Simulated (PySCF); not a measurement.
B2Cl3 (SMILES Cl[B]B(Cl)Cl), doublet, geometry from GFN2-xTB, with bond 4-3 at 2.4 times its length; CASSCF(5,7)/STO-3G (PySCF).

Input for PySCF:
```python
from pyscf import gto, scf, mcscf
import numpy

mol = gto.Mole()
mol.atom = '''
    Cl    2.643805   -0.421337   -0.066504
    B     1.047051   -0.166866   -0.026338
    B    -0.476968    0.076013    0.011998
    Cl   -2.138175    3.990381    0.093116
    Cl   -1.642338   -1.258941    0.024925
'''
mol.basis = 'sto-3g'
mol.charge = 0
mol.spin = 1
mol.verbose = 4
mol.build()

mf = scf.ROHF(mol)
mf.kernel()
mc = mcscf.CASSCF(mf, 7, 5)
mc.fix_spin_(ss=0.75)
mc.kernel()
occ = numpy.linalg.eigvalsh(mc.fcisolver.make_rdm1(mc.ci, mc.ncas, mc.nelecas))[::-1]
ss = mc.fcisolver.spin_square(mc.ci, mc.ncas, mc.nelecas)[0]
print('natural occupations', occ.round(4), ' <S^2>', round(ss, 4))
```

It wrote (shortened):

```
PySCF version 2.14.0

[INPUT] verbose = 4
[INPUT] num. atoms = 5
[INPUT] num. electrons = 61
[INPUT] charge = 0
[INPUT] spin (= nelec alpha-beta = 2S) = 1
[INPUT] symmetry False subgroup None
[INPUT] Mole.unit = angstrom
[INPUT] Symbol           X                Y                Z      unit          X                Y                Z       unit  Magmom
[...]
nuclear repulsion = 198.158511790781
number of shells = 21
number of NR pGTOs = 111
number of NR cGTOs = 37
basis = sto-3g
ecp = {}

******** <class 'pyscf.scf.rohf.ROHF'> ********
method = ROHF
initial guess = minao
damping factor = 0
level_shift factor = 0
DIIS = <class 'pyscf.scf.diis.CDIIS'>
diis_start_cycle = 1
diis_space = 8
diis_damp = 0
SCF conv_tol = 1e-09
SCF conv_tol_grad = None
SCF max_cycles = 50
direct_scf = True
direct_scf_tol = 1e-13
num. doubly occ = 30  num. singly occ = 1
Set gradient conv threshold to 3.16228e-05
init E= -1411.79610052802
[...]
cycle= 1 E= -1412.02844606578  delta_E= -0.232  |g|= 0.505  |ddm|= 2.01
[...]
cycle= 2 E= -1406.05168834375  delta_E= 5.98  |g|= 1.17  |ddm|= 3.81
[...]
cycle= 3 E= -1412.14156479777  delta_E= -6.09  |g|= 0.261  |ddm|= 3.79
[...]
cycle= 4 E= -1412.17636679489  delta_E= -0.0348  |g|= 0.0863  |ddm|= 0.373

WARN: HOMO -0.074888075227639 >= LUMO -0.0907418293697767

cycle= 5 E= -1411.72389775462  delta_E= 0.452  |g|= 0.39  |ddm|= 2.19
[...]
cycle= 6 E= -1412.26342396127  delta_E= -0.54  |g|= 0.213  |ddm|= 1.52
[...]
cycle= 7 E= -1412.26240414032  delta_E= 0.00102  |g|= 0.216  |ddm|= 0.0115
[...]
cycle= 8 E= -1412.27173182547  delta_E= -0.00933  |g|= 0.19  |ddm|= 0.113
[...]
cycle= 9 E= -1412.27649113375  delta_E= -0.00476  |g|= 0.174  |ddm|= 0.0815
[...]
cycle= 10 E= -1412.28540599961  delta_E= -0.00891  |g|= 0.132  |ddm|= 0.121
[...]
cycle= 11 E= -1412.29387808576  delta_E= -0.00847  |g|= 0.0557  |ddm|= 0.163
[...]
cycle= 12 E= -1412.15707190406  delta_E= 0.137  |g|= 0.17  |ddm|= 1.59
[...]
cycle= 13 E= -1412.1576536164  delta_E= -0.000582  |g|= 0.167  |ddm|= 0.00804
[...]
cycle= 14 E= -1412.15782668188  delta_E= -0.000173  |g|= 0.168  |ddm|= 0.00604
[...]
cycle= 15 E= -1412.15826412882  delta_E= -0.000437  |g|= 0.167  |ddm|= 0.00871
[...]
cycle= 16 E= -1412.15834857935  delta_E= -8.45e-05  |g|= 0.166  |ddm|= 0.00421
[...]
cycle= 17 E= -1412.15833130181  delta_E= 1.73e-05  |g|= 0.166  |ddm|= 0.000599
[...]
cycle= 18 E= -1412.15831925246  delta_E= 1.2e-05  |g|= 0.166  |ddm|= 0.00701

WARN: HOMO 0.0619262610256169 >= LUMO -0.175696292871888

[...]
SCF not converged.
[...]
natorb = False
canonicalization = True
sorting_mo_energy = False
ao2mo_level = 2
internal_rotation = False
******** <class 'pyscf.fci.addons.SpinPenaltyFCISolver'> ********
max. cycles = 50
conv_tol = 1e-08
davidson only = True
linear dependence = 1e-12
level shift = 0.001
max iter space = 12
nroots = 1
pspace_size = 400
spin = None
CASCI E = -1412.36614991904  S^2 = 0.7500000
Set conv_tol_grad to 0.000316228
macro iter   1 ( 20 JK    4 micro), CASSCF E = -1412.37755305844  dE = -1.14031394e-02  S^2 = 0.7500000
               |grad[o]|=0.0887  |grad[c]|=0.0187  |ddm|=0.0189  |maxRot[o]|=0.144
macro iter   2 ( 21 JK    4 micro), CASSCF E = -1412.38113866930  dE = -3.58561086e-03  S^2 = 0.7500000
               |grad[o]|=0.00992  |grad[c]|=0.013  |ddm|=0.0116  |maxRot[o]|=0.312
macro iter   3 ( 21 JK    4 micro), CASSCF E = -1412.39062426313  dE = -9.48559383e-03  S^2 = 0.7500000
               |grad[o]|=0.0109  |grad[c]|=0.0542  |ddm|=0.0282  |maxRot[o]|=0.298
macro iter   4 ( 21 JK    4 micro), CASSCF E = -1412.39790206423  dE = -7.27780109e-03  S^2 = 0.7500000
               |grad[o]|=0.0167  |grad[c]|=0.0157  |ddm|=0.016  |maxRot[o]|=0.223
macro iter   5 ( 21 JK    4 micro), CASSCF E = -1412.40290966979  dE = -5.00760556e-03  S^2 = 0.7500000
               |grad[o]|=0.0151  |grad[c]|=0.0107  |ddm|=0.0112  |maxRot[o]|=0.172
macro iter   6 ( 17 JK    4 micro), CASSCF E = -1412.40531095078  dE = -2.40128099e-03  S^2 = 0.7500000
               |grad[o]|=0.0101  |grad[c]|=0.00272  |ddm|=0.00462  |maxRot[o]|=0.137
macro iter   7 ( 12 JK    4 micro), CASSCF E = -1412.40563391277  dE = -3.22961996e-04  S^2 = 0.7500000
               |grad[o]|=0.00378  |grad[c]|=0.00137  |ddm|=0.000989  |maxRot[o]|=0.051
macro iter   8 (  6 JK    2 micro), CASSCF E = -1412.40566147622  dE = -2.75634457e-05  S^2 = 0.7500000
               |grad[o]|=0.00108  |grad[c]|=0.000167  |ddm|=0.000113  |maxRot[o]|= 0.02
macro iter   9 (  3 JK    1 micro), CASSCF E = -1412.40566150769  dE = -3.14726094e-08  S^2 = 0.7500000
               |grad[o]|=5.2e-05  |grad[c]|=1.79e-05  |ddm|=    0  |maxRot[o]|=0.000689
1-step CASSCF converged in   9 macro (142 JK  31 micro) steps
CASSCF canonicalization
Density matrix diagonal elements [1.96073638 0.98794886 0.95733004 0.97629426 0.07146279 0.02908995
 0.01713772]
CASSCF energy = -1412.40566150769
CASCI E = -1412.40566150769  E(CI) = -5.35126724221277  S^2 = 0.7500000
natural occupations [1.9669 1.0002 0.9786 0.9761 0.0322 0.0291 0.0168]  <S^2> 0.75
```

The run did not converge; its last values are not results.
